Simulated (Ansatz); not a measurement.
Cost and result up the ladder for SeOCl2 (SeCl₂O) (4 atoms). Total charge 0; singlet. Geometry: B3LYP-D4/def2-SVP.

```xyz
4

Se   -0.3452    0.4998   -0.2925
O    -1.0882    0.5742    1.1260
Cl    1.8707    0.5795    0.1292
Cl   -0.4373   -1.6534   -0.9628
```

Ansatz on 4 threads of Intel Xeon on a shared host. Times are rough, and most runs start from the orbitals of an earlier one. ωB97M-V/def2-TZVP serves as the yardstick here, not as an exact answer. Differences are given only for rows in sets of like size (and for xTB, whose basis is part of the method), since another set adds its own error. Binding counts from free atoms at the same level (Se triplet, O triplet, Cl doublet; other spins of the atoms weren't run), without zero-point energy or a counterpoise term.

LC-ωPBE has ω = 0.4 bohr⁻¹. Correlated methods freeze 20 core orbitals; core or outer-core shells of Se are correlated, in sets that lack core-valence functions.

Correlated methods converge slowly with the basis.

```tsv
level	functions	binding energy per atom (eV)	difference from ωB97M-V/def2-TZVP (eV)	remarks
BHLYP-D4/def2-TZVP	153	1.93	-0.34	–
r2SCAN-D4/def2-TZVPD	189	2.45	0.17	–
LC-ωPBE/def2-TZVP	153	2.15	-0.13	–
CCSD(T)/def2-TZVPP	163	2.15	-0.13	large T1 (0.020)
RPA@PBE/def2-TZVP	153	1.95	-0.33	–
r2SCANh-D4/def2-TZVP	153	2.33	0.06	–
r2SCAN-D4/def2-TZVP	153	2.44	0.17	–
PBE0-D4/def2-TZVPD	189	2.35	0.07	–
PBE-QIDH/def2-TZVP	153	2.22	-0.05	–
ωB97M-V/def2-TZVP	153	2.27	0.00	–
PBE-D4/def2-SVP	82	2.58	–	–
PBE0-D4/def2-SVP	82	2.23	–	–
PBE-D4/def2-TZVPD	189	2.66	0.39	–
ωB97X-V/def2-TZVP	153	2.27	0.00	–
```

Estimate how long each takes.

PBE-D4/def2-SVP 2.1 s; r2SCAN-D4/def2-TZVP 4.4 s; PBE0-D4/def2-SVP 4.8 s; BHLYP-D4/def2-TZVP 4.8 s; PBE-D4/def2-TZVPD 5.5 s; LC-ωPBE/def2-TZVP 5.5 s; r2SCANh-D4/def2-TZVP 6 s; RPA@PBE/def2-TZVP 6.5 s; PBE-QIDH/def2-TZVP 7 s; ωB97X-V/def2-TZVP 8 s; PBE0-D4/def2-TZVPD 8.1 s; ωB97M-V/def2-TZVP 9 s; r2SCAN-D4/def2-TZVPD 9.6 s; CCSD(T)/def2-TZVPP 37 s. On shared hardware such times vary by a factor of up to 3.
